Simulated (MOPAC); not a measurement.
Input file for MOPAC: PM6 on CH4N2 (a complex), monomers drawn apart or pushed together.

```
PM6 1SCF PRECISE CHARGE=0 THREADS=1
CH4N2

C      0.02467954 1    -0.04913245 1    -0.08080792 1
H      0.96421579 1     0.39517783 1     0.24492148 1
H     -0.07877942 1    -1.04060640 1     0.35789737 1
H     -0.80434320 1     0.57914786 1     0.24195607 1
H      0.01840399 1    -0.12948199 1    -1.16684915 1
N      0.03508963 1    -0.33724076 1     4.96435869 1
N     -0.22927040 1     0.72041713 1     4.92879482 1
```

The log:

```
*******************************************************************************
 **                                                                           **
 **                              MOPAC v23.2.5                                **
 **                                                                           **
 *******************************************************************************
 ** MOPAC's Digital Object Identifier: https://doi.org/10.5281/zenodo.6511958 **
 **                                                                           **
 ** Please cite the open-source release paper for use of this MOPAC version:  **
 ** J. E. Moussa and J. J. P. Stewart (2026)                                  **
 ** MOPAC: An open-source semiempirical molecular orbital program             **
 ** J. Open Source Softw., 11(119), 8025, https://doi.org/10.21105/joss.08025 **
 *******************************************************************************

                              PM6 CALCULATION RESULTS

 *******************************************************************************
 *  PM6        - The PM6 Hamiltonian to be used
 *
 *
 *
 *                 CHARGE ON SYSTEM = 0
 *
 *
 *
 *  PRECISE    - TIGHTER CRITERIA TO BE USED
 *  1SCF       - DO 1 SCF AND THEN STOP
 *  THREADS=1  - MULTI-THREADING NOT USED
 *  T=         - A TIME OF 172800.0 SECONDS REQUESTED
 *  DUMP=N     - RESTART FILE WRITTEN EVERY 7200.0 SECONDS REQUESTED
 *******************************************************************************
PM6 1SCF PRECISE CHARGE=0 THREADS=1
 CH4N2

   ATOM   CHEMICAL          X               Y               Z
  NUMBER   SYMBOL      (ANGSTROMS)     (ANGSTROMS)     (ANGSTROMS)

     1       C          0.02467954  *  -0.04913245  *  -0.08080792  *
     2       H          0.96421579  *   0.39517783  *   0.24492148  *
     3       H         -0.07877942  *  -1.04060640  *   0.35789737  *
     4       H         -0.80434320  *   0.57914786  *   0.24195607  *
     5       H          0.01840399  *  -0.12948199  *  -1.16684915  *
     6       N          0.03508963  *  -0.33724076  *   4.96435869  *
     7       N         -0.22927040  *   0.72041713  *   4.92879482  *



          CARTESIAN COORDINATES

    NO.       ATOM           X           Y           Z

     1         C          0.0247     -0.0491     -0.0808
     2         H          0.9642      0.3952      0.2449
     3         H         -0.0788     -1.0406      0.3579
     4         H         -0.8043      0.5791      0.2420
     5         H          0.0184     -0.1295     -1.1668
     6         N          0.0351     -0.3372      4.9644
     7         N         -0.2293      0.7204      4.9288

 General Reference for PM6:
 "Optimization of Parameters for Semiempirical Methods V: Modification of NDDO Approximations
 and Application to 70 Elements", J. J. P. Stewart, J. Mol. Mod., 13, 1173-1213 (2007)
 URL: https://link.springer.com/article/10.1007/s00894-007-0233-4

           Empirical Formula: C H4 N2  =     7 atoms



      MOLECULAR POINT GROUP   :   C1


      RHF CALCULATION, NO. OF DOUBLY OCCUPIED LEVELS = 9


 -------------------------------------------------------------------------------
 PM6 1SCF PRECISE CHARGE=0 THREADS=1
 CH4N2



     1SCF WAS SPECIFIED, SO BFGS WAS NOT USED
     SCF FIELD WAS ACHIEVED


                              PM6 CALCULATION
                                                       MOPAC v23.2.5 Linux




          FINAL HEAT OF FORMATION =         29.53099 KCAL/MOL =     123.55768 KJ/MOL


          COSMO AREA              =        108.94 SQUARE ANGSTROMS
          COSMO VOLUME            =         80.30 CUBIC ANGSTROMS

          IONIZATION POTENTIAL    =         12.699633 EV
          HOMO LUMO ENERGIES (EV) =        -12.700  0.199
          NO. OF FILLED LEVELS    =          9
          MOLECULAR WEIGHT        =         44.0560         POINT GROUP:  C1

          MOLECULAR DIMENSIONS (Angstroms)

            Atom       Atom       Distance
            N     7    H     5     6.15959
            N     6    H     4     1.86459
            H     3    H     2     1.66244


          SCF CALCULATIONS        =          1





   ATOM   CHEMICAL          X               Y               Z
  NUMBER   SYMBOL      (ANGSTROMS)     (ANGSTROMS)     (ANGSTROMS)

     1       C          0.02467954  *  -0.04913245  *  -0.08080792  *
     2       H          0.96421579  *   0.39517783  *   0.24492148  *
     3       H         -0.07877942  *  -1.04060640  *   0.35789737  *
     4       H         -0.80434320  *   0.57914786  *   0.24195607  *
     5       H          0.01840399  *  -0.12948199  *  -1.16684915  *
     6       N          0.03508963  *  -0.33724076  *   4.96435869  *
     7       N         -0.22927040  *   0.72041713  *   4.92879482  *

                             CARTESIAN COORDINATES

   1    C        0.024679540    -0.049132450    -0.080807920
   2    H        0.964215790     0.395177830     0.244921480
   3    H       -0.078779420    -1.040606400     0.357897370
   4    H       -0.804343200     0.579147860     0.241956070
   5    H        0.018403990    -0.129481990    -1.166849150
   6    N        0.035089630    -0.337240760     4.964358690
   7    N       -0.229270400     0.720417130     4.928794820


           Empirical Formula: C H4 N2  =     7 atoms



      MOLECULAR POINT GROUP   :   C1


                  EIGENVALUES
 -38.25524 -25.13549 -18.78997 -16.93769 -16.93677 -13.68228 -13.68188 -13.68081
 -12.69963   0.19910   0.20003   3.54718   5.95644   5.95939   5.96543   7.17919


              NET ATOMIC CHARGES AND DIPOLE CONTRIBUTIONS

  ATOM NO.   TYPE          CHARGE      No. of ELECS.   s-Pop       p-Pop
    1          C          -0.655238        4.6552     1.07935     3.57589
    2          H           0.163430        0.8366     0.83657
    3          H           0.163731        0.8363     0.83627
    4          H           0.163555        0.8364     0.83645
    5          H           0.164522        0.8355     0.83548
    6          N          -0.000012        5.0000     1.78966     3.21035
    7          N           0.000012        5.0000     1.78967     3.21032
 DIPOLE           X         Y         Z       TOTAL
 POINT-CHG.    -0.000    -0.001    -0.004     0.004
 HYBRID         0.001     0.001    -0.000     0.001
 SUM            0.001    -0.000    -0.004     0.004


          ATOMIC ORBITAL ELECTRON POPULATIONS

     Atom    s        px        py        pz
    1  C   1.07935   1.19154   1.19155   1.19280
    2  H   0.83657
    3  H   0.83627
    4  H   0.83645
    5  H   0.83548
    6  N   1.78966   1.01236   1.19776   1.00023
    7  N   1.78967   1.01235   1.19775   1.00022

 **********************
 *                    *
 * JOB ENDED NORMALLY *
 *                    *
 **********************




 == MOPAC DONE ==
```

The run finished.

Cost: around 0.010 core-seconds (rough).
